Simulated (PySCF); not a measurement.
# Working out the ionisation energy of Pm⁺

Pm⁺ [Xe] 4f5 6s1 (high-spin determinant) → Pm²⁺ [Xe] 4f5 (high-spin determinant). Calculation: PySCF 2.14, in cc-pVDZ-X2C; the spin-free X2C one-electron Hamiltonian (Gaussian nucleus). Frozen: [Kr] 4d10. Energies in hartree (1 hartree = 27.21139 eV):

```json
{"part": "UHF", "Pm⁺ (lower)": "-10015.951828", "Pm²⁺ (upper)": "-10015.578113"}
{"part": "CCSD correlation", "Pm⁺ (lower)": "-0.365248", "Pm²⁺ (upper)": "-0.345071"}
{"part": "(T)", "Pm⁺ (lower)": "-0.013671", "Pm²⁺ (upper)": "-0.011530"}
```

Task: What does Hartree-Fock give?

Result: (-10015.578113) − (-10015.951828) = 0.373715 hartree = 10.169 eV.

Task: What do CCSD and CCSD(T) give?

Result: The CCSD correlation energies differ by 0.020177 hartree = 0.549 eV and the triples by 0.002141 hartree = 0.058 eV, so CCSD gives 10.718 eV and CCSD(T) 10.776 eV.

A first-order spin-orbit estimate adds -0.001 eV to CCSD(T) (valence), giving 10.775 eV against 10.938 ± 0.02 eV (semi-empirical (NIST evaluation); NIST Atomic Spectra Database, ionization energies).

One determinant mixes LS terms, so it does not stand for a single term.

A double-zeta basis recovers only part of the correlation energy.

What remains against the reference includes basis incompleteness, the frozen core and higher excitations.
